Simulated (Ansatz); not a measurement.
Reaction (ligand exchange at the Si–S bond): `O[Si](O)(O)S` + `[OH][AlH2]` → `O[Si](O)(O)[O][AlH2]` + H₂S

Isolated molecules relaxed with PBE0-D4/def2-TZVP in Ansatz; ΔE leaves out vibrations. CCSD(T)/CBS adds triple-zeta CCSD(T) − MP2 to the extrapolated MP2 energy (def2 sets, frozen cores). This one scheme is used for every species. DFT in def2-TZVPP. Each species was taken in one conformer, which may not be the lowest.

```
             level  ΔE (kJ/mol)
         r2SCAN-D4        -72.3
        r2SCAN0-D4        -76.8
          BHLYP-D4        -88.0
             BHLYP        -88.0
    MP2/def2-TZVPP        -75.9
SCS-MP2/def2-TZVPP        -81.7
    MP2/def2-QZVPP        -74.9
SCS-MP2/def2-QZVPP        -80.6
```

Question: What does CCSD(T)/CBS give? (Best estimate.)

Answer: The calculation gave: -77.9 kJ/mol. The listed levels differ from it by 5.6, 1.1, -10.1, -10.1, 2.0, -3.8, 3.0, -2.7 kJ/mol.

Largest T1 diagnostic among the species: 0.012.

From PBE to PBE0 (25 % exact exchange), in def2-TZVPP and without D4, ΔE moves by −8.5 kJ/mol. At CCSD(T), def2-SVP lies −5.5 kJ/mol from the extrapolated value and def2-TZVPP −3.3 kJ/mol. In def2-TZVPP, CCSD(T) changes the Hartree–Fock value by +19.3 kJ/mol (the triples alone add +4.2 kJ/mol) and MP2 by +24.7 kJ/mol.
